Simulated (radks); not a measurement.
Values are calculated unless marked as measured or tabulated.
Question: All-electron atom: Cs+ in [Xe] 6s(up 0, down 0). Level of theory: scalar-relativistic Kohn-Sham, PBEsol, spin-polarised, spherical densities, finite nucleus; Fermi nuclear charge, rms radius 4.8041 fm (a radial shooting solver on a logarithmic mesh with Libxc functionals). Some entries of the table are withheld. Estimate them.

orbital,occ.,eigenvalue (eV),<1/r> (bohr^-1),<r^2> (bohr^2)
1s,2,-35784.86,59.37,0.0009257
2s,2,-5618.065,13.64,0.01484
2p,6,-5041.294,13.00,(1)
3s,2,(2),4.914,0.1023
3p,6,-986.2706,4.666,0.1024
3d,10,-713.5223,4.422,0.08845
4s,2,-225.2232,2.018,0.5451
4p,6,-165.8490,1.855,0.6226
4d,10,-79.4231,1.584,0.8160
5s,2,-31.9797,0.7561,3.400
5p,6,(3),0.6271,4.868

Answer: 
(1) 2p <r^2> (bohr^2): 0.01178
(2) 3s eigenvalue (eV): -1171.900
(3) 5p eigenvalue (eV): -18.6851
